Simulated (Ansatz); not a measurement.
C4H9KO, singlet, at a GFN2-xTB geometry (such geometries of metal compounds can be far from the true shape); R2SCAN/STO-3G run with Ansatz (a program for electronic structure).

Ansatz was given this input:
Ansatz 0.2 input:
```yaml
crystal:
  periodic: [false, false, false]
  atoms:
    - {symbol: K, position_ang: [1.42150951, 1.48499079, 0.73572327]}
    - {symbol: O, position_ang: [-0.31261562, 0.24102951, 0.76644815]}
    - {symbol: C, position_ang: [-0.61612927, -0.60075879, -0.24875327]}
    - {symbol: C, position_ang: [0.48404431, -1.66485134, -0.47729857]}
    - {symbol: C, position_ang: [-1.93081770, -1.35373098, 0.08543984]}
    - {symbol: C, position_ang: [-0.83564189, 0.14746532, -1.58549659]}
    - {symbol: H, position_ang: [0.19566226, -2.36992852, -1.25270589]}
    - {symbol: H, position_ang: [0.65150206, -2.20641898, 0.45048608]}
    - {symbol: H, position_ang: [1.41971964, -1.17615587, -0.77285994]}
    - {symbol: H, position_ang: [-1.79500257, -1.90315599, 1.01177710]}
    - {symbol: H, position_ang: [-2.20560725, -2.04063305, -0.71067068]}
    - {symbol: H, position_ang: [-2.72408869, -0.62724793, 0.23158299]}
    - {symbol: H, position_ang: [0.09092361, 0.64867127, -1.88870787]}
    - {symbol: H, position_ang: [-1.60956039, 0.89868371, -1.44822660]}
    - {symbol: H, position_ang: [-1.14003719, -0.53562096, -2.37435093]}
basis:
  gaussian:
    orbitals: STO-3G
hamiltonian:
  xc: r2scan
magnetization: {spin_polarized: true}
```

The log (banner, timings and long lists left out):

```
Functional definition: r2SCAN
655 factors; integrals over basis functions are off by at most 1.4e-4 eV
mean field evaluation 1: about -22412.6271 eV, gradient 1.9e1 eV
mean field evaluation 2: about -22313.8483 eV, gradient 1.1e2 eV
mean field evaluation 4: about -22415.2628 eV, gradient 8.5e0 eV
mean field evaluation 8: about -22415.7213 eV, gradient 5.9e-1 eV
mean field evaluation 16: about -22415.7243 eV, gradient 1.3e-4 eV
mean field evaluation 32: about -22415.7262 eV, gradient 2.1e-5 eV
mean field evaluation 64: about -22415.7262 eV, gradient 2.2e-4 eV
mean field -22415.72617158 eV, -823.7627428806 hartree, gradient 3.0e-6 eV, S^2 0.049278; 10 other end points of the search recorded, 0 dependent functions left out
reference -22415.72618247 eV, -823.7627432807 hartree; 30, 30 occupied and 17, 17 virtual orbitals, 655 factors
Total energy: -22415.72618247 eV, -823.7627432807 hartree
```
